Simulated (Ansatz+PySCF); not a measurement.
# doublet BeH: levels of theory in one basis

```xyz
2

Be    0.0000    0.0000   -0.2934
H     0.0000    0.0000    1.1738
```

Basis set: def2-SVP (spherical functions). All electrons are correlated. Correlation on ROHF uses semicanonical orbitals with singles. Charge 0, multiplicity 2.

Computed with Ansatz (development build ahead of 0.2.0); each method stands on the lowest determinant of its kind that the runs found. NEVPT2 correlates all electrons. Active spaces start from the frontier orbitals, and the lowest solution found is given.

```tsv
method	E − E(ROHF) (eV)	<S²> of the determinant
ROHF	0.00	0.75
UHF	-0.01	0.75
ROHF-MP2	-0.65	–
UHF-MP2	-0.66	0.75
ROHF-CCSD	-0.92	–
UHF-CCSD	-0.93	0.75
ROHF-CCSD(T)	-0.93	–
UHF-CCSD(T)	-0.93	0.75
CASSCF(3,5)	-0.64	–
```

(1) What does SC-NEVPT2(3,5) give on the same scale?

(2) Is a single determinant a sound starting point here?

Results:

(1) -0.83 eV. NEVPT2 here correlates all electrons, so it doesn't share the others' frozen core.

(2) By this sign, yes. Unrestricted orbitals gain 0.01 eV and <S²> is 0.75 against 0.75 for a pure state. The CASSCF(3,5) natural occupations are 1.96, 1.00, 0.02, 0.01, 0.01.
